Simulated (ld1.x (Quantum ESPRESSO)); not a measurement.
**Cutoff test, Ti, RRKJ**

* Element: Ti
* Generator: ld1.x (Quantum ESPRESSO) 7.5
* Type: norm-conserving RRKJ (Kleinman–Bylander form)
* Functional: Wu–Cohen
* Relativity: scalar-relativistic
* Frozen core: [Ar]
* Valence charge: 4
* Reference configuration: 3d2 4s2 4p0
* Partial waves: 4p (bound, empty): rc 2.55 bohr; 3d (bound): rc 1.70 bohr; 4s (bound): rc 2.85 bohr
* Local potential: the s channel
* Core correction: none
* rho0: 0.005

The pseudo-atom Hamiltonian at the reference potential is diagonalised in spherical Bessel functions j_l(qr) that vanish at 20 bohr, with q² up to the cutoff. All-electron valence levels (Ry): 4p -0.1057, 3d -0.3148, 4s -0.3297.

Q: How do the lowest levels (Ry) of each channel move with the cutoff, and are there ghosts?

A:

```csv
cutoff (Ry),p #1,d #1,s #1,f #1,f #2,Σ f·Δε (mRy)
8,-0.0977,0.0443,-0.3281,0.1049,0.2238,721.4
15,-0.1053,0.0433,-0.3296,0.1049,0.2238,716.5
25,-0.1057,0.0252,-0.3297,0.1049,0.2238,680.1
40,-0.1057,-0.2699,-0.3297,0.1049,0.2238,89.7
55,-0.1057,-0.3139,-0.3297,0.1049,0.2238,1.9
80,-0.1057,-0.3147,-0.3297,0.1049,0.2238,0.2
400,-0.1057,-0.3148,-0.3297,0.1049,0.2238,0.0
```

Result: no extra level below or beside the all-electron valence levels (p, d, s, f tested); 10 mRy is reached at 50 Ry and 1 mRy at 60 Ry.
